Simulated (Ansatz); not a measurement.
# A geometry optimisation of C3H11BSi with r2SCAN-D4/def2-SVP

The starting geometry of this gas-phase singlet was optimised with GFN2-xTB; its bonds are those of `BCCC[SiH3]`.

```yaml
atoms:
  - { symbol: C, position_ang: [-0.3025, -0.3105, -1.5965] }
  - { symbol: C, position_ang: [-1.1630, -0.7866, -0.4203] }
  - { symbol: C, position_ang: [-2.2997, 0.1865, -0.1092] }
  - { symbol: B, position_ang: [0.7325, 0.8338, -1.3051] }
  - { symbol: Si, position_ang: [-1.7302, 1.9049, 0.4655] }
  - { symbol: H, position_ang: [1.2771, 0.8786, -0.2708] }
  - { symbol: H, position_ang: [1.0769, 1.5470, -2.1664] }
  - { symbol: H, position_ang: [-0.9604, -0.0913, -2.4415] }
  - { symbol: H, position_ang: [0.3150, -1.1578, -1.9236] }
  - { symbol: H, position_ang: [-0.5361, -0.9133, 0.4650] }
  - { symbol: H, position_ang: [-1.5964, -1.7645, -0.6585] }
  - { symbol: H, position_ang: [-2.9242, 0.2897, -1.0005] }
  - { symbol: H, position_ang: [-2.9387, -0.2573, 0.6585] }
  - { symbol: H, position_ang: [-0.8132, 2.4914, -0.5203] }
  - { symbol: H, position_ang: [-2.9112, 2.7648, 0.6010] }
  - { symbol: H, position_ang: [-1.0635, 1.8008, 1.7662] }
```

**Question.** Predict what it relaxes into with r2SCAN-D4/def2-SVP.

**Answer.** A new bond forms, giving a structure with H14 bridging Si5 and B4, given below by its coordinates. Distances that change by over a tenth: B4–Si5 (3.22 → 2.38 Å). Contacts that close: B4–H14 (2.40 → 1.39 Å).

The energy falls by 0.34 eV over 14 steps:

```json
{"step": "1", "E − E(last) (eV)": "0.340"}
{"step": "2", "E − E(last) (eV)": "0.215"}
{"step": "4", "E − E(last) (eV)": "0.122"}
{"step": "5", "E − E(last) (eV)": "0.045"}
{"step": "7", "E − E(last) (eV)": "0.011"}
{"step": "8", "E − E(last) (eV)": "0.008"}
{"step": "10", "E − E(last) (eV)": "0.001"}
{"step": "11", "E − E(last) (eV)": "0.000"}
{"step": "13", "E − E(last) (eV)": "0.000"}
{"step": "14", "E − E(last) (eV)": "0.000"}
```

Final geometry (Å):

```xyz
16

C    -0.3781   -0.2377   -1.5953
C    -1.2220   -0.9255   -0.5173
C    -2.2625    0.0617    0.0360
B     0.3333    1.0798   -1.0206
Si   -1.5088    1.7634    0.3163
H     0.8287    0.9590    0.0911
H     0.9848    1.7990   -1.7544
H    -0.9927   -0.0328   -2.4921
H     0.4292   -0.9116   -1.9377
H    -0.5596   -1.2525    0.3040
H    -1.7309   -1.8321   -0.8911
H    -3.0669    0.2178   -0.7070
H    -2.7560   -0.3030    0.9538
H    -0.5650    2.1388   -0.9070
H    -2.5069    2.8451    0.0406
H    -0.8642    2.0472    1.6241
```

No frequencies were run, so the end isn't proven a minimum. Run with Ansatz 0.2.0, 22 s on 2 threads of Intel(R) Xeon(R) 6975P-C (Granite Rapids), with other jobs on the host.
